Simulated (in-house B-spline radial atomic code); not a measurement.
Configurations of neutral rhodium, with energies counted from [Kr] 4d8 5s1. All numbers are computed (scalar-relativistic (X2C) CAM-B3LYP, spin-polarised, spherical fractional occupations; Fermi nucleus of rms radius 4.4945 fm) with an all-electron radial atomic-structure program (B-spline basis), not measured. Shells without spins written out take the highest spin.

Caution: exact exchange at fractional occupations of open shells leaves self-interaction of up to several eV.

Occupations are held fixed; configurations that lie above the ionisation limit could autoionise.

```json
{"configuration": "[Kr] 4d(5 up, 3 down) 5s(0 up, 1 down)", "E - E(ref) (eV)": "0.32431", "highest orbital": "4d down", "its <r> (bohr)": "1.658"}
{"configuration": "[Kr] 4d(4 up, 4 down) 5s(0 up, 1 down)", "E - E(ref) (eV)": "2.1973", "highest orbital": "5s down", "its <r> (bohr)": "3.303"}
{"configuration": "[Kr] 4d8 6s1", "E - E(ref) (eV)": "5.2541", "highest orbital": "6s up", "its <r> (bohr)": "9.026"}
{"configuration": "[Kr] 4d(3 up, 5 down) 6f(0 up, 1 down)", "E - E(ref) (eV)": "7.3246", "highest orbital": "6f down", "its <r> (bohr)": "52.6"}
{"configuration": "[Kr] 4d7 5s1 6p1", "E - E(ref) (eV)": "8.5201", "highest orbital": "6p up", "its <r> (bohr)": "12.29"}
{"configuration": "[Ar] 3d10 4s2 4p5 4d8 5s1 6f1", "E - E(ref) (eV)": "58.622", "highest orbital": "6f up", "its <r> (bohr)": "52.65"}
{"configuration": "[Ar] 3d9 4s2 4p6 4d8 5s2", "E - E(ref) (eV)": "315.33", "highest orbital": "5s down", "its <r> (bohr)": "3.157"}
{"configuration": "[Ar] 3d(5 up, 4 down) 4s2 4p6 4d(3 up, 5 down) 5s(0 up, 1 down) 6d(1 up, 0 down)", "E - E(ref) (eV)": "323.32", "highest orbital": "6d up", "its <r> (bohr)": "22.81"}
```

Q: Order these further configurations by energy, lowest first.
A. [Ar] 3d10 4s2 4p(3 up, 2 down) 4d(4 up, 4 down) 5s(0 up, 1 down) 6f(1 up, 0 down)
B. [Kr] 4d7 5s1 6f1
C. [Kr] 4d8 6p1
D. [Kr] 4d(4 up, 4 down) 5p(0 up, 1 down)
E. [Ar] 3d9 4s2 4p6 4d8 5s1 6p1

A: C (6.3144 eV), D (6.6781 eV), B (9.604 eV), A (62.133 eV), E (322.13 eV).

Q: How far above the reference does [Kr] 4d8 5f1 lie?

A: 7.2206 eV; its least bound orbital is 5f up with <r> = 36.09 bohr.

Q: How far above the reference does [Ar] 3d10 4s2 4p5 4d8 5s1 6s1 lie?

A: 56.393 eV; its least bound orbital is 6s up with <r> = 8.504 bohr.

Q: How far above the reference does [Ar] 3d10 4s2 4p5 4d8 5s1 5p1 lie?

A: 54.949 eV; its least bound orbital is 5p up with <r> = 4.378 bohr.
